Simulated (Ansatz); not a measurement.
Al oxide hydroxide: gap (eV) at several levels, gas phase, relaxed structures; Ansatz. Clusters are the lowest isomers that short searches found in that spin, judged at the geometry's level. The structures are stationary points that may keep the symmetry of their start.

```json
{"species": "AlO2H", "state": "singlet", "geometry": "PBE-D4/def2-TZVP", "LDA (SPW92)/def2-TZVP": "2.86", "PBE-D4/def2-TZVP": "2.89", "PBE-D4/def2-TZVPD": "2.86", "r2SCAN-D4/def2-TZVP": "3.46", "PBE0-D4/def2-TZVPD": "5.04"}
{"species": "AlO3H3", "state": "singlet", "geometry": "PBE0-D4/def2-TZVP", "LDA (SPW92)/def2-TZVP": "6.00", "PBE-D4/def2-TZVP": "6.00", "PBE-D4/def2-TZVPD": "5.78", "r2SCAN-D4/def2-TZVP": "6.93", "PBE0-D4/def2-TZVPD": "8.21"}
{"species": "Al2O6H6 (with an O–O bond)", "state": "singlet", "geometry": "r2SCAN-D4/def2-SVP", "LDA (SPW92)/def2-TZVP": "4.55", "PBE-D4/def2-TZVP": "4.69", "PBE-D4/def2-TZVPD": "4.63", "r2SCAN-D4/def2-TZVP": "5.45", "PBE0-D4/def2-TZVPD": "7.50"}
```

Estimate the column for PBE-D4/def2-SVP.

AlO2H 2.88; AlO3H3 5.83; Al2O6H6 (with an O–O bond) 4.75.

Over the 3 species that have every level, the mean is 4.47 at LDA (SPW92)/def2-TZVP, 4.49 at PBE-D4/def2-SVP, 4.52 at PBE-D4/def2-TZVP, 4.42 at PBE-D4/def2-TZVPD, 5.28 at r2SCAN-D4/def2-TZVP, 6.92 at PBE0-D4/def2-TZVPD. Orbital gaps grow with the share of exact exchange and aren't one observable across functionals.
